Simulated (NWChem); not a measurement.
Si2H6O; SMILES O[SiH2][SiH3]

```xyz
9

Si    -0.5636     0.6991     0.0030
O      0.7180     1.7721    -0.0610
Si     0.1806    -1.5333    -0.0132
H     -1.4117     0.9125     1.2220
H     -1.3916     0.9790    -1.2037
H      1.3734     1.6996     0.6387
H      1.0849    -1.7823     1.1550
H      0.9440    -1.8338    -1.2638
H     -0.9798    -2.4740     0.0829
```
Atoms are numbered in this order, from 1.

Program: NWChem. Pople sets run with spherical d functions. The geometry was optimised at PBE0/def2-SVP. Vertical excitations in the gas phase; the lowest state need not have the same character in each row.

```tsv
level	lowest excitation, singlet (eV)	oscillator strength of that lowest state	lowest state with f > 0.02, singlet (eV)	orbital gap (eV)
PBE/6-31+G*, full TDDFT	5.43	0.005	6.65	5.27
B3LYP/6-31+G*, full TDDFT	5.84	0.006	7.17	6.87
CAM-B3LYP/6-31+G*, full TDDFT	6.08	0.007	7.58	9.42
LRC-wPBEh/6-31+G*, full TDDFT	6.11	0.007	7.54	10.61
```
